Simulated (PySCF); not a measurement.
# UHF on P(2+) (phosphorus, charge +2)

Configuration: [Ne] 3s2 3p1, 2P determinant. Calculation: PySCF 2.14, in def2-TZVP (5s5p2d1f, 37 functions); the non-relativistic Hamiltonian (point nucleus).

| Quantity | Value |
| --- | --- |
| Total energy | -339.641401 hartree |
| One-electron energy | -459.1455 hartree |
| Hartree (Coulomb) energy | 141.5393 hartree |
| Exchange energy | -22.0352 hartree |
| Kinetic energy | 339.56407 hartree |
| ⟨S²⟩ | 0.7636 |
| ⟨L²⟩ | 2.041 |
| Sum of ⟨r⟩ | 9.655 bohr |
| Sum of ⟨r²⟩ | 14.12 bohr² |
| Traceless quadrupole moment −½Σ⟨3z² − r²⟩ along its main axis | -1.87 e·bohr² |
| Density at the nucleus (Gaussians lack the cusp) | 2110 bohr⁻³ |
| Spin density at the nucleus | 0.0745 bohr⁻³ |
| Langevin diamagnetic susceptibility | -11.2 ×10⁻⁶ cm³/mol |
| Time after the integrals | 0.11 s of wall time on 1 thread of Neoverse-V1 (shared host) |

```json
{"shell": "1s α", "electrons": "1", "mean orbital energy (eV)": "-2200.9", "spread (eV)": "0", "rms radius, mean of both spins (bohr)": "0.120"}
{"shell": "1s β", "electrons": "1", "mean orbital energy (eV)": "-2200.6", "spread (eV)": "0", "rms radius, mean of both spins (bohr)": "0.120"}
{"shell": "2s α", "electrons": "1", "mean orbital energy (eV)": "-228.52", "spread (eV)": "0", "rms radius, mean of both spins (bohr)": "0.561"}
{"shell": "2s β", "electrons": "1", "mean orbital energy (eV)": "-228.23", "spread (eV)": "0", "rms radius, mean of both spins (bohr)": "0.561"}
{"shell": "2p α", "electrons": "3", "mean orbital energy (eV)": "-171.10", "spread (eV)": "0.540", "rms radius, mean of both spins (bohr)": "0.539"}
{"shell": "2p β", "electrons": "3", "mean orbital energy (eV)": "-170.56", "spread (eV)": "0.636", "rms radius, mean of both spins (bohr)": "0.539"}
{"shell": "3s α", "electrons": "1", "mean orbital energy (eV)": "-40.050", "spread (eV)": "0", "rms radius, mean of both spins (bohr)": "1.90"}
{"shell": "3s β", "electrons": "1", "mean orbital energy (eV)": "-37.058", "spread (eV)": "0", "rms radius, mean of both spins (bohr)": "1.90"}
{"shell": "3p α", "electrons": "1", "mean orbital energy (eV)": "-29.973", "spread (eV)": "0", "rms radius, mean of both spins (bohr)": "2.13"}
```
